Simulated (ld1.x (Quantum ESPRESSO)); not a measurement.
Before and after: ultrasoft potential for iridium

| Property | Result |
| --- | --- |
| Element | iridium |
| Generator | ld1.x (Quantum ESPRESSO) 7.5 |
| Type | ultrasoft |
| Functional | PBE |
| Relativity | scalar-relativistic |
| Frozen core | [Xe] 4f14 |
| Valence charge | 9 |
| Reference configuration | 5d7 6s2 6p0 |
| Partial waves | 6s (bound): rcut 1.80, rcutus 2.30 bohr; 6s channel at 3.75 Ry: rcut 1.80, rcutus 2.30 bohr; 6p (bound, empty): rcut 2.80, rcutus 3.40 bohr; 6p channel at 0.2 Ry: rcut 2.80, rcutus 3.40 bohr; 5d (bound): rcut 1.50, rcutus 1.75 bohr; 5d channel at 0.4 Ry: rcut 1.50, rcutus 1.75 bohr; 5f channel at 0.05 Ry: rcut 2.75, rcutus 3.40 bohr; 5f channel at 2.8 Ry: rcut 2.75, rcutus 3.40 bohr |
| Local potential | all-electron potential smoothed inside 3.35 bohr (lloc = -1) |
| Core correction | Bessel-smoothed model core, default radius (core density twice the valence density) |
| Augmentation charge | PSQ, radius 1.65 bohr |

Change: local potential all-electron potential smoothed inside 4.08 bohr (lloc = -1).

Cutoffs: the cutoffs (Ry, on a coarse ladder) from which the occupation-weighted sum of valence levels, in a spherical-Bessel basis at the reference potential, stays within 10 and 1 mRy of its value at 400 Ry; they do not see the model core or the augmentation charge, which bear on the density cutoff. Errors are all-electron minus pseudo energies relative to the spin-unpolarised reference configuration.

Task: Predict the effect on cutoff, ghosts and configuration errors.

Result: The potential gets neither clearly harder nor softer (35 Ry and 55 Ry → 35 Ry and 55 Ry); of the 7 tests that both files solve, the error grows in 1 and shrinks in 0 by more than 15 % and 0.3 meV (median size 26.4 → 31.7 meV); neither file shows a bound ghost.

```tsv
quantity	base	changed
cutoff, loose	35 Ry	35 Ry
cutoff, tight	55 Ry	55 Ry
bound ghosts	none	none
error for 5d7 6s1 6p0, meV [ΔE 9.88 eV]	-9.9	-10
error for 5d7 6s0 6p0, meV [ΔE 27.35 eV]	-52	-52
error for 5d6 6s0 6p0, meV [ΔE 57.89 eV]	-226	-230
error for 5d7.5 6s1.5 6p0, meV [ΔE -0.29 eV]	-8.3	-9.5
error for 5d8 6s1 6p0, meV [ΔE -0.33 eV]	-28	-32
error for 5d7 6s1.5 6p0, meV [ΔE 4.03 eV]	-2.7	-2.8
error for 5d6 6s2 6p0, meV [ΔE 12.19 eV]	-26	-39
lowest overlap eigenvalue by channel	s 0.65, p 0.59, d 0.99, f 0.92	s 0.32, p 0.61, d 0.99, f 0.92
```
